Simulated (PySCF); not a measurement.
# Solvent effects on NMR parameters

Atom-mapped SMILES (the numbers label the heavy atoms): `[CH2:1]=[C:2]([CH3:3])[Si@@:4]1([O:5][CH3:6])[CH2:7][CH2:8][C@H:9]1[F:10]`. Hydrogens are named by the atom that carries them. Ha(C1) is cis to C3; Ha(C7), Ha(C8) are cis to F10 on the ring; Hb(C1) is trans to C3; Hb(C7), Hb(C8) are trans to F10 on the ring.

GIAO PBE0/pcSseg-1 in PySCF 2.14 on one PBE0-D3(BJ)/def2-SVP conformer, non-relativistic, equivalent nuclei averaged. Solvents enter as an IEF-PCM continuum (cyclohexane with ε = 2.0, chloroform with ε = 4.7) around the gas-phase geometry. Shifts are referred to TMS, CFCl3 computed in the same medium.

In cyclohexane, δ in ppm: C2 148.9, C1 138.4, C9 92.0, C6 52.2, C8 26.4, C3 25.0, C7 8.0, Si4 4.2, F10 -226.1, Ha(C1) 6.17, Hb(C1) 5.91, H(C9) 4.95, H(C6) 3.70, Hb(C8) 2.63. Dipole moment 0.89 D.

(1) How does each δ change in the more polar medium?

(2) Which of the listed nuclei move most (in ppm), and what does the model miss? (N and O are left out, as their reference compounds move with the solvent too.)

Answers

(1) 
```tsv
atoms	environment	Δδ, chloroform
C2	fully substituted alkene carbon	+0.6
C1	terminal =CH2 carbon	+0.6
C9	sp3 CH bonded to F and Si	+0.6
C6	methyl carbon bonded to O	+0.4
C8	sp3 CH2 in a ring	+0.1
C3	allylic methyl carbon	+0.2
C7	sp3 CH2 bonded to Si	+0.1
Si4	silicon bonded to 3 C, O, in a 4-membered ring	+0.1
F10	fluorine on an sp3 carbon	-1.1
Ha(C1)	hydrogen on a terminal =CH2 carbon	+0.05
Hb(C1)	hydrogen on a terminal =CH2 carbon	+0.03
H(C9)	hydrogen on an sp3 CH bonded to F and Si	+0.08
H(C6)	hydrogen on a methyl carbon bonded to O	+0.03
Hb(C8)	hydrogen on an sp3 CH2 in a ring	+0.02
```

Changes are relative to cyclohexane. The dipole moment becomes 0.90 D in chloroform.

(2) F10 (fluorine on an sp3 carbon, -1.1 ppm) in chloroform. A continuum only polarises the solute; specific hydrogen bonds, the anisotropy of aromatic solvents and changes of geometry or conformer are outside it.
